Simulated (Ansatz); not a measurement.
# A rate constant, worked out

An elementary step of SiN$_{2}$H$_{6}$O, singlet (SiN₂H₆O ([NH2][SiH]([NH2])[OH]) → SiN₂H₄O ([NH2][Si]([NH2])[O]) + H₂; Si–H, O–H broken or loosened, H–H formed or tightened). The start structure is the reactant molecule, and the electronic barrier above it is 2.456 eV by CCSD(T) at an estimated basis limit (MP2 extrapolated from triple and quadruple zeta, plus CCSD(T) − MP2 in triple zeta). Ansatz 0.2.0; basis: def2-TZVPP and def2-QZVPP; cores frozen in the correlated methods. Extrapolation: Hartree–Fock as exp(−7.88 √X), correlation as X^−2.97. Harmonic wavenumbers at PBE0-D4/def2-TZVP (Ansatz 0.2.0), in cm⁻¹:

Start: 183, 260, 271, 288, 320, 361, 374, 429, 731, 756, 807, 830, 862, 908, 968, 979, 1571, 1576, 2182, 3613, 3632, 3714, 3733, 3934.

Saddle: 1246i, 138, 267, 267, 311, 315, 408, 439, 459, 734, 784, 811, 850, 975, 1145, 1202, 1567, 1584, 1881, 2077, 3630, 3634, 3731, 3733.

Question: Work out the transition-state-theory rate constant at 500 K from these numbers alone (harmonic vibrations; rotation, path degeneracy and anharmonicity left out), and the Wigner tunnelling factor. Use 1 cm⁻¹ = 1.2398 × 10⁻⁴ eV and k_B = 8.617 × 10⁻⁵ eV/K.

Answer: Zero-point energies, half the sums: start 33282/2 cm⁻¹ = 2.0632 eV; saddle, real modes only, 30942/2 cm⁻¹ = 1.9182 eV.
Barrier with zero-point energy: 2.456 + 1.9182 − 2.0632 = 2.3110 eV.
k_BT = 0.04309 eV, so the barrier is 53.64 k_BT.
Vibrational partition functions from the zero-point level, ln q = −Σ ln(1 − exp(−hν/k_BT)): start 5.189, saddle 5.010.
k = (k_BT/h) exp(ln q‡ − ln q) exp(−E0/k_BT), with log₁₀(k_BT/h in s⁻¹) = 13.02: log₁₀ k = 13.02 + (-0.179 − 53.64)/2.3026 = -10.35, so k ≈ 4 × 10^(-11) s⁻¹.
Wigner factor: 1 + (hν‡/k_BT)²/24 = 1 + (3.59)²/24 = 1.54. A change of 1 kcal/mol (0.043 eV) in the barrier would change k by a factor of 2.7 at this temperature.

T1 diagnostic: at most 0.015.

Labels in which every atom is bracketed show which atoms are joined, not bond orders.

For scale, one of the runs: CCSD(T)/def2-TZVPP, 219 basis functions, launched by `ansatz run in.yaml --threads 4 --pin off --events-out ev --progress --plain --max-ram 9574MiB`. The run took 54 s on 4 CPU threads of an Arm Neoverse V1 (shared host), with 3.4 GiB of host memory at its peak.
